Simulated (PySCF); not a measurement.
Some computed properties have been withheld. Give your best values.

Species: C2H11BNOP.
SMILES: `COC[NH2+][BH2-]P`

Conformer (atom-mapped SMILES and torsion angles): `[CH3:1][O:2][CH2:3][NH2+:4][BH2-:5][PH2:6]`: C1–O2–C3–N4 82°, O2–C3–N4–B5 178°, C3–N4–B5–P6 -171°, H–P6–B5–N4 161°, H–P6–B5–N4 -103°.

```tsv
property	level	value
point group	PBE0-D3(BJ)/def2-SVP	C1
rotational constants A, B, C	PBE0-D3(BJ)/def2-SVP	8.705, 0.903, 0.866 GHz
dipole moment	CAM-B3LYP/def2-SVPD	?
HOMO energy	CAM-B3LYP/def2-SVPD	-7.37 eV
LUMO energy	CAM-B3LYP/def2-SVPD	0.51 eV
lowest singlet excitation	TDDFT CAM-B3LYP/def2-SVPD	5.30 eV (234 nm, f = 0.043)
strongest line among the 10 lowest singlet transitions	TDDFT CAM-B3LYP/def2-SVPD	S7 at 7.25 eV (171 nm, f = 0.147)
lowest triplet excitation (Tamm–Dancoff)	TDA CAM-B3LYP/def2-SVPD	4.88 eV
static isotropic polarisability	CAM-B3LYP/def2-SVPD	86.8 au
vertical ionisation energy	ΔSCF CAM-B3LYP/def2-SVPD	8.26 eV
electronic spatial extent ⟨r²⟩ about the centre of nuclear charge	CAM-B3LYP/def2-SVPD	?
13C chemical shifts (computed TMS as zero) by class	GIAO B97-2/pcSseg-1	?
1H chemical shifts (computed TMS as zero) by class	GIAO B97-2/pcSseg-1	4.15 (2 H), 3.33 (3 H), 2.90 (2 H), 2.30 (2 H), 1.80 (2 H) ppm
isotropic shieldings of nuclei other than C and H, by class	GIAO B97-2/pcSseg-1	?
```

Electronic properties: PySCF, gas phase, density fitting. One conformer (not necessarily the lowest) at the PBE0-D3(BJ)/def2-SVP geometry, without solvent or vibrations. NMR classes are plain means over equivalent atoms (diastereotopic ones count apart unless rotation or inversion swaps them), as if these changed places fast; in this geometry the members of some classes differ.

Q: What are the isotropic shieldings of nuclei other than C and H, by class?

A: 124 (1 B), 186 (1 N), 290 (1 O), 547 (1 P) ppm.

Q: What is the dipole moment?

A: 5.44 D.

Q: The 13C chemical shifts (computed TMS as zero) by class?

A: 82.5 (1 C), 56.8 (1 C) ppm.

Q: What is the electronic spatial extent ⟨r²⟩ about the centre of nuclear charge?

A: 1321 bohr².

The principal polarisabilities are 75.4, 80.3 and 104.7 au; their mean is the isotropic value. The dipole matches unit charges of opposite sign 1.13 Å apart (1 e·Å = 4.8032 D). The rotational constants make it an asymmetric top with κ = (2B − A − C)/(A − C) = -0.99, nearer the prolate limit (−1).

For the geometry optimisation (PBE0-D3(BJ)/def2-SVP), hardware: one thread of an x86-64 server, shared host. Cost: 63 s wall.
